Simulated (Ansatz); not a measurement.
Ligand exchange: GeH3Br + SiH2(CH3)Br → GeH3(CH3) + SiH2Br2

Species: GeH3Br `[GeH3][Br]`, singlet; SiH2(CH3)Br, singlet; GeH3(CH3) (methyl germane), singlet; SiH2Br2 (dibromosilane) `Br[SiH2]Br`, singlet. The partners trade Br for CH3: Ge–Br and Si–CH3 bonds give way to Ge–CH3 and Si–Br.

Shapes, held fixed at every level: PBE0-D4/def2-TZVP. Programs: Ansatz 0.2.0. The zero-point and thermal change to 298 K, harmonic and unscaled (PBE0-D4/def2-TZVP), is +0.1 kJ/mol.

**Question.** Estimate ΔH(298 K) of this reaction.

**Answer.** The highest level, CCSD(T)/def2-TZVPP, gives ΔH(298 K) = +7.6 kJ/mol; the levels span +7.6 to +20.7. The column of differences is taken from that level and isn't an error. No measured value is set beside it here. Relativity is left out for Br, Ge. Outer-core shells of Br, Ge are correlated, in sets that cover them unevenly.

| level | kind | ΔH(298 K) (kJ/mol) | less CCSD(T)/def2-TZVPP |
| --- | --- | --- | --- |
| HF/def2-SVP | Hartree–Fock | +20.7 | +13.1 |
| PBE-D4/def2-TZVPP | GGA | +8.1 | +0.5 |
| wB97X-V/def2-TZVPP | range-separated hybrid | +11.4 | +3.8 |
| B2PLYP/def2-TZVPP | double hybrid | +10.3 | +2.7 |
| MP2/def2-SVP | perturbation theory | +10.1 | +2.5 |
| CCSD/def2-SVP | coupled cluster or CI | +12.5 | +4.9 |
| CCSD(T)/def2-TZVPP | coupled cluster or CI | +7.6 | 0.0 |
